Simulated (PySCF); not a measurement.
propylene glycol (C₃H₈O₂), singlet, geometry from GFN2-xTB; DF-WB97X/STO-3G run with PySCF.

PySCF was given this input:
```python
from pyscf import gto, scf, dft

mol = gto.M(
    atom='''
C     1.833243    0.136381    0.350902
C     0.426914    0.306542   -0.212078
O    -0.281244    1.349719    0.431555
C    -0.388148   -0.992232   -0.108470
O    -1.676429   -0.822088   -0.637819
H     2.366671    1.082755    0.307578
H     1.788491   -0.193451    1.388202
H     2.381337   -0.603164   -0.225210
H     0.472132    0.613559   -1.262298
H    -0.255949    1.193853    1.383705
H     0.090005   -1.794660   -0.673389
H    -0.449458   -1.295487    0.950909
H    -1.963906    0.071405   -0.401505
''',
    basis='sto-3g',
    charge=0,
    spin=0,
    verbose=4,
)

mf = dft.RKS(mol)
mf.xc = 'wb97x'
mf = mf.density_fit(auxbasis='def2-universal-jkfit')
mf.kernel()
```

**Question.** Write the output that PySCF gives for this input, abridged.

**Answer.** 
```
PySCF version 2.14.0

[INPUT] verbose = 4
[INPUT] num. atoms = 13
[INPUT] num. electrons = 42
[INPUT] charge = 0
[INPUT] spin (= nelec alpha-beta = 2S) = 0
[INPUT] symmetry False subgroup None
[INPUT] Mole.unit = angstrom
[INPUT] Symbol           X                Y                Z      unit          X                Y                Z       unit  Magmom
[INPUT]  1 C      1.833243000000   0.136381000000   0.350902000000 AA    3.464327189776   0.257722738594   0.663108676562 Bohr   0.0
[INPUT]  2 C      0.426914000000   0.306542000000  -0.212078000000 AA    0.806750538743   0.579280425676  -0.400769337046 Bohr   0.0
[INPUT]  3 O     -0.281244000000   1.349719000000   0.431555000000 AA   -0.531474134177   2.550599255122   0.815520757687 Bohr   0.0
[INPUT]  4 C     -0.388148000000  -0.992232000000  -0.108470000000 AA   -0.733493415798  -1.875046732029  -0.204978592732 Bohr   0.0
[INPUT]  5 O     -1.676429000000  -0.822088000000  -0.637819000000 AA   -3.167991677278  -1.553521170291  -1.205303227044 Bohr   0.0
[INPUT]  6 H      2.366671000000   1.082755000000   0.307578000000 AA    4.472360016951   2.046110410003   0.581238181941 Bohr   0.0
[INPUT]  7 H      1.788491000000  -0.193451000000   1.388202000000 AA    3.379758166249  -0.365569408523   2.623321585573 Bohr   0.0
[INPUT]  8 H      2.381337000000  -0.603164000000  -0.225210000000 AA    4.500074740293  -1.139814768197  -0.425585220513 Bohr   0.0
[INPUT]  9 H      0.472132000000   0.613559000000  -1.262298000000 AA    0.892200174643   1.159458471262  -2.385397507586 Bohr   0.0
[INPUT] 10 H     -0.255949000000   1.193853000000   1.383705000000 AA   -0.483673511856   2.256055202990   2.614823487191 Bohr   0.0
[INPUT] 11 H      0.090005000000  -1.794660000000  -0.673389000000 AA    0.170084799841  -3.391415886712  -1.272520785295 Bohr   0.0
[INPUT] 12 H     -0.449458000000  -1.295487000000   0.950909000000 AA   -0.849352524495  -2.448115627934   1.796957579384 Bohr   0.0
[INPUT] 13 H     -1.963906000000   0.071405000000  -0.401505000000 AA   -3.711244474390   0.134935893925  -0.758734487643 Bohr   0.0

nuclear repulsion = 195.328222242488
number of shells = 23
number of NR pGTOs = 99
number of NR cGTOs = 33
basis = sto-3g
ecp = {}

******** <class 'pyscf.df.df_jk.DFRKS'> ********
method = DFRKS
initial guess = minao
damping factor = 0
level_shift factor = 0
DIIS = <class 'pyscf.scf.diis.CDIIS'>
diis_start_cycle = 1
diis_space = 8
diis_damp = 0
SCF conv_tol = 1e-09
SCF conv_tol_grad = None
SCF max_cycles = 50
direct_scf = False
XC library pyscf.dft.libxc version 7.1.2
    S. Lehtola, C. Steigemann, M. J. T. Oliveira, and M. A. L. Marques,  SoftwareX 7, 1–5 (2018)
XC functionals = wb97x
    J.-D. Chai and M. Head-Gordon,  J. Chem. Phys. 128, 084106 (2008)
radial grids:
    Treutler-Ahlrichs [JCP 102, 346 (1995); DOI:10.1063/1.469408] (M4) radial grids

becke partition: Becke, JCP 88, 2547 (1988); DOI:10.1063/1.454033
pruning grids: <function nwchem_prune>
grids dens level: 3
symmetrized grids: False
atomic radii adjust function: <function treutler_atomic_radii_adjust>
small_rho_cutoff = 0
Set gradient conv threshold to 3.16228e-05
Initial guess from minao.
tot grids = 148984
******** <class 'pyscf.df.df.DF'> ********
auxbasis = def2-universal-jkfit
Create RSH-DF object <pyscf.df.df.DF object> for omega=0.3
******** <class 'pyscf.df.df.DF'> ********
auxbasis = auxmol.basis = def2-universal-jkfit
init E= -266.678024822359
  HOMO = -0.28552057995717  LUMO = 0.235601532763786  gap/eV = 14.18045
cycle= 1 E= -265.868608322537  delta_E= 0.809  |g|= 0.609  |ddm|= 4.24
  HOMO = -0.108862848946911  LUMO = 0.413359464865929  gap/eV = 14.21039
cycle= 2 E= -265.963006487594  delta_E= -0.0944  |g|= 0.361  |ddm|= 1.28
  HOMO = -0.223307577715814  LUMO = 0.41186041954392  gap/eV = 17.28380
cycle= 3 E= -265.999293224671  delta_E= -0.0363  |g|= 0.0253  |ddm|= 0.451
  HOMO = -0.235277542085565  LUMO = 0.404270954213169  gap/eV = 17.40300
cycle= 4 E= -265.999573212685  delta_E= -0.00028  |g|= 0.00721  |ddm|= 0.0524
  HOMO = -0.232459432000823  LUMO = 0.407201460258583  gap/eV = 17.40606
cycle= 5 E= -265.999595121688  delta_E= -2.19e-05  |g|= 0.000871  |ddm|= 0.0146
  HOMO = -0.232648296086178  LUMO = 0.407100675495641  gap/eV = 17.40846
cycle= 6 E= -265.999595679274  delta_E= -5.58e-07  |g|= 0.000265  |ddm|= 0.00282
  HOMO = -0.23262125605057  LUMO = 0.407080713718239  gap/eV = 17.40718
cycle= 7 E= -265.99959571006  delta_E= -3.08e-08  |g|= 6.39e-05  |ddm|= 0.000575
  HOMO = -0.232627271427365  LUMO = 0.407089117655652  gap/eV = 17.40757
cycle= 8 E= -265.999595711959  delta_E= -1.9e-09  |g|= 7.84e-06  |ddm|= 0.000143
  HOMO = -0.232628933489778  LUMO = 0.407089560691773  gap/eV = 17.40763
cycle= 9 E= -265.999595711998  delta_E= -3.92e-11  |g|= 1.88e-06  |ddm|= 2.57e-05
  HOMO = -0.232628615353416  LUMO = 0.407089004446372  gap/eV = 17.40760
Extra cycle  E= -265.999595711998  delta_E= -5.68e-13  |g|= 7.93e-07  |ddm|= 3.91e-06
converged SCF energy = -265.999595711998
```
